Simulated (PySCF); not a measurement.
Bonds (- single, = double, # triple, : aromatic): Cl1-C2 1.722 Å, C2:C3 1.384 Å, C3:C4 1.387 Å, C4:N5 1.328 Å, N5:C6 1.328 Å, C6:C7 1.387 Å, C7:C2 1.384 Å. C3 carries H8; C4 carries H9; C6 carries H10; C7 carries H11.

Calculated, not measured (PySCF): geometry from PBE0-D3(BJ)/def2-TZVP, NMR shieldings at B97-2/pcSseg-2/GIAO. No relativistic terms, isolated molecule, one computed conformer, one averaged value for each set of equivalent atoms.

Predict the 2D correlation tables (HSQC, COSY, HMBC).

## Answers



HSQC (one-bond C–H):
```csv
δH,δC
8.79 (H9/H10),158.9 (C4/C6)
7.41 (H8/H11),130.1 (C3/C7)
```

COSY cross peaks (H two or three bonds apart, from the bond graph; peaks can be absent where the dihedral angle is near 90°):
```csv
δH,δH
8.79 (H9/H10),7.41 (H8/H11)
```

HMBC (two and three bonds, from the bond graph):
```csv
δH,δC
8.79 (H9/H10),"158.9 (C4/C6), 157.3 (C2), 130.1 (C3/C7)"
7.41 (H8/H11),"158.9 (C4/C6), 157.3 (C2), 130.1 (C3/C7)"
```

Scale: TMS for ¹H, ¹³C (reference shieldings calculated alike).

Carbons that carry Cl, above all several Cl atoms, come out too deshielded, partly because spin–orbit coupling is missing. Shifts are as computed. Against solution values, carbons near 30 ppm lie about +3 ppm off and those near 130 ppm about +7 ppm; carbons on Cl a further +5 ppm. Of 1211 compounds with measured shifts, 218 miss one by over three times the rms of a fit or turn the order of signals round; such compounds aren't used in these exercises.
